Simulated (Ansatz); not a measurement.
A geometry optimisation of C2H3AlGe with PBE0-D3(BJ)/pcseg-1

The starting geometry of this gas-phase singlet was optimised with GFN2-xTB.

```xyz
7

C     0.3489    1.1973    0.6300
C    -0.7859    1.1060   -0.0564
Al   -2.6150    0.1220    0.5109
Ge   -2.0366    1.3137   -1.4457
H     0.5440    1.9954    1.3377
H     1.1323    0.4498    0.5693
H    -3.2249   -0.7168    1.7416
```

Q: Predict what becomes of its bonds when it is optimised with PBE0-D3(BJ)/pcseg-1.

A: It keeps its bonds.

The energy falls by 0.31 eV over 10 steps:

| step | E − E(last) (eV) |
| --- | --- |
| 1 | 0.315 |
| 2 | 0.227 |
| 3 | 0.135 |
| 4 | 0.068 |
| 5 | 0.016 |
| 6 | 0.005 |
| 7 | 0.001 |
| 8 | 0.000 |
| 9 | 0.000 |
| 10 | 0.000 |

Final geometry (Å):

```xyz
7

C     0.0647    1.0502    0.7067
C    -0.7915    1.2317   -0.3194
Al   -2.3545    0.2498    0.4583
Ge   -2.0768    1.4057   -1.6599
H     0.1737    1.7886    1.5082
H     0.7740    0.2160    0.7292
H    -2.4267   -0.4746    1.8643
```

Frequencies at the end are all real (lowest 141 cm⁻¹). Run with Ansatz 0.2.0, 15 s on 2 threads of Arm Neoverse V2 (shared host).
